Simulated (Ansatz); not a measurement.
C$_{2}$H$_{7}$S (SMILES C[SH+]C), charge +1, singlet, geometry from GFN2-xTB. Base run: BLYP/6-31G (Ansatz, a first-principles code).

The Ansatz input:
Ansatz 0.2 input:
```yaml
crystal:
  periodic: [false, false, false]
  atoms:
    - {symbol: C, position_ang: [-0.11110787, 1.39730467, -0.53138148]}
    - {symbol: S, position_ang: [0.19691423, 0.00535497, 0.59144365]}
    - {symbol: C, position_ang: [-0.09779125, -1.40608199, -0.51043303]}
    - {symbol: H, position_ang: [-0.14836913, 2.30887968, 0.05988448]}
    - {symbol: H, position_ang: [0.72614240, 1.46099414, -1.22229824]}
    - {symbol: H, position_ang: [-1.04014948, 1.26328669, -1.07668782]}
    - {symbol: H, position_ang: [-0.12643319, -2.30903220, 0.09439206]}
    - {symbol: H, position_ang: [-1.02802536, -1.28905959, -1.05761529]}
    - {symbol: H, position_ang: [0.74007530, -1.47213292, -1.20038030]}
    - {symbol: H, position_ang: [-1.02047342, 0.00404859, 1.19049374]}
basis:
  gaussian:
    orbitals: 6-31G
hamiltonian:
  xc: blyp
total_charge: 1
```

The base run was repeated with changes; each row names its change, and settings that it needs were set with it.

```csv
change,E (Eh)
base,-478.19034
functional = SVWN5,-476.09306
functional = B2PLYP,-477.93339
functional = revpbe,-478.15808
functional = wB97X,-478.21921
functional = pbe; dispersion = d4,-477.96490
functional = hf,-476.96377
functional = b3lyp; dispersion = d3bj,-478.28051
functional = hse06,-477.99386
functional = BHLYP,-478.18071
functional = lc_wpbe,-478.08246
functional = pbe0,-478.00642
functional = wB97X-V,-478.15900
```

Totals shift with the method and basis; they matter in differences.
